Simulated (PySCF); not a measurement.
C₂H₅BF₂O. Atoms are numbered in the order given.

```xyz
11

B      0.5964    -0.1698     0.7473
F     -0.1836    -1.2075     1.0616
F      1.8106    -0.1206     1.2796
O      0.1924     0.8107    -0.0762
C     -1.0976     0.7770    -0.7021
C     -1.0442     0.0090    -2.0114
H     -1.8333     0.3305    -0.0137
H     -1.3778     1.8266    -0.8728
H     -0.7960    -1.0488    -1.8328
H     -2.0216     0.0517    -2.5169
H     -0.2851     0.4400    -2.6815
```

Geometry: TPSSh-D3(BJ)/def2-SVP. Other conformers were not sampled.

Method: ωB97X/def2-TZVP run with PySCF.

The molecule is in vacuum.

Computed frontier levels, gap, dipole moment and polarisability:
highest occupied level: -11.79 eV
lowest empty level: 2.78 eV
orbital gap: 14.57 eV
dipole moment: 0.526 e·Å
quadrupole, principal values (traceless, Buckingham form, about the centre of nuclear charge): -4.06, 0.83, 3.23 D·Å
mean static polarisability: 41.4 bohr³ (6.13 Å³)
polarisability, principal values: 37.1, 39.0, 48.2 bohr³
